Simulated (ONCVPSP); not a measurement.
**An all-electron radial function and its pseudo partner (B (Z = 5))**

Columns: radius, all-electron u(r) and pseudo u(r) of the 2s shell (level -9.72 eV) of boron in the configuration [He] 2s1.5 2p1.5; revPBE, scalar-relativistic, ONCV scheme, ONCVPSP 4.0.1.

| r (bohr) | all-electron | pseudo |
| --- | --- | --- |
| 0.165 | -0.3059 | 0.0529 |
| 0.330 | -0.1803 | 0.1248 |
| 0.495 | 0.0504 | 0.2232 |
| 0.660 | 0.2732 | 0.3443 |
| 0.825 | 0.4532 | 0.4736 |
| 0.990 | 0.5859 | 0.5893 |
| 1.155 | 0.6734 | 0.6735 |
| 1.320 | 0.7218 | 0.7218 |
| 1.485 | 0.7390 | 0.7390 |
| 1.650 | 0.7329 | 0.7329 |
| 1.815 | 0.7098 | 0.7098 |
| 1.980 | 0.6753 | 0.6753 |
| 2.145 | 0.6336 | 0.6336 |
| 2.310 | 0.5880 | 0.5880 |
| 2.475 | 0.5407 | 0.5407 |
| 2.640 | 0.4936 | 0.4936 |
| 2.805 | 0.4479 | 0.4479 |
| 2.970 | 0.4044 | 0.4044 |
| 3.135 | 0.3637 | 0.3637 |
| 3.300 | 0.3259 | 0.3259 |
| 3.465 | 0.2912 | 0.2912 |
| 3.630 | 0.2596 | 0.2596 |
| 3.795 | 0.2309 | 0.2309 |
| 3.960 | 0.2051 | 0.2051 |
| 4.125 | 0.1820 | 0.1820 |
| 4.290 | 0.1612 | 0.1612 |

(1) How many radial nodes do the two functions have?

(2) At about which radius was the pseudo-wave matched?

(3) Where does each function peak?

(4) Is the pseudo-wave norm-conserving?

Answers

(1) The all-electron 2s function has n − l − 1 = 1; the pseudo-wave has 0, since the states of the same l below it are removed with the core.

(2) 1.40 bohr. The columns agree to 0.0005 from 1.16 bohr on; several derivatives are matched, so the curves merge somewhat inside the radius.

(3) Outermost all-electron maximum near 1.49 bohr, pseudo maximum near 1.49 bohr (to the table’s step).

(4) Yes: the ONCV scheme keeps the norm inside the radius equal to the all-electron one, which fixes the energy derivative of the logarithmic derivative at the level.
